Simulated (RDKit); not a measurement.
RDKit input (MMFF94):

```python
from rdkit import Chem
from rdkit.Chem import AllChem, rdDetermineBonds

mol = Chem.MolFromXYZFile('mol.xyz')
rdDetermineBonds.DetermineBonds(mol, charge=-1)
print('SMILES', Chem.MolToSmiles(Chem.RemoveHs(mol)))
ff = AllChem.MMFFGetMoleculeForceField(mol, AllChem.MMFFGetMoleculeProperties(mol))
e0 = ff.CalcEnergy()
flag = ff.Minimize(maxIts=5000, forceTol=1e-5)
print(f'energy {e0:.4f} -> {ff.CalcEnergy():.4f} kcal/mol, converged: {flag == 0}')
print(Chem.MolToXYZBlock(mol))
```
mol.xyz:
```
8

F     -2.09157700    -0.92928400     0.51700900
C     -0.85861900    -0.35407400     0.20328600
C     -0.74540700     0.93544500    -0.22945100
S      0.95884000     1.11923800    -0.46343300
C      1.43304300    -0.48923200     0.01352200
C      0.29690100    -1.17438400     0.35327200
H      2.45347300    -0.84657900     0.02608300
H      0.27377100    -2.20419600     0.69198900
```

Output:

```
SMILES Fc1[c-][s+]c[cH-]1
energy 11.1053 -> 4.0826 kcal/mol, converged: True
8

F     -2.122798   -0.887875    0.506670
C     -0.900279   -0.416443    0.227909
C     -0.660639    0.854154   -0.211552
S      0.991333    1.144838   -0.475111
C      1.395449   -0.456137    0.006550
C      0.278854   -1.187763    0.359484
H      2.428471   -0.777064    0.005931
H      0.310035   -2.216775    0.692396
```

The dipole moment of an ion depends on the origin.

The geometry given is a B3LYP-D3(BJ)/def2-TZVP minimum.
